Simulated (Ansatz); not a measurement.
`[SnH3][O][Ga]([TeH])[TeH]`, one more setting.

```yaml
crystal:
  periodic: [false, false, false]
  atoms:
    - {symbol: Sn, position_ang: [-2.141874, -0.042641, -0.199396]}
    - {symbol: O, position_ang: [-0.364236, -0.009961, -0.821000]}
    - {symbol: Ga, position_ang: [1.105085, 0.020805, 0.034338]}
    - {symbol: Te, position_ang: [3.152193, 0.061003, -1.249925]}
    - {symbol: Te, position_ang: [1.047786, 0.020817, 2.464576]}
    - {symbol: H, position_ang: [-2.078504, -0.028612, 1.443166]}
    - {symbol: H, position_ang: [-2.801238, -1.423441, -0.776742]}
    - {symbol: H, position_ang: [-2.858383, 1.300077, -0.797942]}
    - {symbol: H, position_ang: [2.300160, 0.046805, -2.593658]}
    - {symbol: H, position_ang: [2.639002, 0.055138, 2.496582]}
basis:
  gaussian: {orbitals: LANL2DZ}
magnetization: {spin_polarized: true, initial_magnetization: 2}
hamiltonian: {xc: {name: r2SCAN0}, dispersion: d3bj}
accuracy: high
output: {forces: true}
```

```sh
$ ansatz run in.yaml --threads 2 --pin off --events-out ev --progress --plain --max-ram 20480MiB --backend cpu
```

Output, abridged:

```
Error: <dir> can't be read: No such file or directory (os error 2)
```
